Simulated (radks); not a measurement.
Problem. These are the eigenvalues of the occupied orbitals of an atom or ion with whole-number occupations (eV). All-electron calculation, scalar-relativistic Kohn-Sham, SCAN, spin-unpolarised, spherical densities, finite nucleus; meta-GGA in the generalised Kohn-Sham scheme; Fermi nuclear charge, rms radius of each element as measured or else 0.836 A^(1/3) + 0.57 fm. Program: a radial shooting solver on a logarithmic mesh with Libxc functionals.

1s: -47544.55
2s: -8460.466
2p: -7630.281
3s: -2458.374
3p: -2196.646
3d: -1847.686
4s: -1024.836
4p: -929.8181
4d: -798.5632

Which element is it, and in what charge state? The configuration may be excited.

Solution. Z = 62, samarium, charge +25: Sm25+ in [Kr] 4d1. The list shows which subshells hold electrons but not how many an open one holds; the 1s level, -1747.2 hartree, gives Z - s = 59.1 by -(Z - s)^2/2, which with screening and relativity narrows Z to a few neighbours, and the depths of the outer levels then fix element, charge and occupations together.
